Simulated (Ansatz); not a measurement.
Geometry optimisation, RKS B3LYP/cc-pVDZ in Ansatz 0.2.0.

The input (input.yaml):

```yaml
crystal:
  periodic: [false, false, false]
  atoms:
    - { symbol: B, position_ang: [-0.06999, 1.39525, -0.37299] }
    - { symbol: C, position_ang: [0.25946, -0.04821, -0.13552] }
    - { symbol: O, position_ang: [1.43852, -0.64832, -0.63989] }
    - { symbol: Si, position_ang: [-0.74118, -1.21134, 0.78832] }
    - { symbol: H, position_ang: [0.65886, 2.07634, -0.99699] }
    - { symbol: H, position_ang: [-1.06224, 1.83609, 0.06962] }
    - { symbol: H, position_ang: [1.91932, 0.03331, -1.11915] }
    - { symbol: H, position_ang: [-2.01152, -0.89091, 1.42876] }
    - { symbol: H, position_ang: [-0.33671, -2.59765, 0.96709] }
basis:
  gaussian: { orbitals: cc-pVDZ }
hamiltonian:
  xc: b3lyp
relax:
  f_tol: 0.015
  max_steps: 40
output:
  orbitals: {}
```

Launched with:

```bash
$ ansatz run input.yaml --threads 1 --pin off --max-ram 2048MiB --backend cpu --events-out ev --progress --plain --runs-dir out
```

**Question.** Where does it end, and by what steps?

**Answer.** It converged. After 8 steps the energy has fallen by 0.165 eV; H8 moved furthest, 0.31 Å.

| step | energy less start (eV) | largest force component (eV/Å) | accepted |
| --- | --- | --- | --- |
| 0 | 0.0000 | 1.534 | yes |
| 1 | -0.1059 | 0.802 | yes |
| 2 | -0.1548 | 0.230 | yes |
| 3 | -0.1524 | 0.286 | no |
| 4 | -0.1622 | 0.054 | yes |
| 5 | -0.1638 | 0.048 | yes |
| 6 | -0.1646 | 0.035 | yes |
| 7 | -0.1646 | 0.036 | yes |
| 8 | -0.1648 | 0.009 | yes |

```xyz
9
Properties=species:S:1:pos:R:3
B -0.105 1.287 -0.322
C 0.370 -0.145 -0.169
O 1.541 -0.622 -0.704
Si -0.711 -1.183 0.762
H 0.565 2.081 -0.948
H -1.142 1.641 0.175
H 1.964 0.118 -1.169
H -1.957 -0.607 1.315
H -0.472 -2.625 1.049
```

The run took 34 s on 1 thread of Arm Neoverse V2 (shared host), peak memory 0.16 GiB.
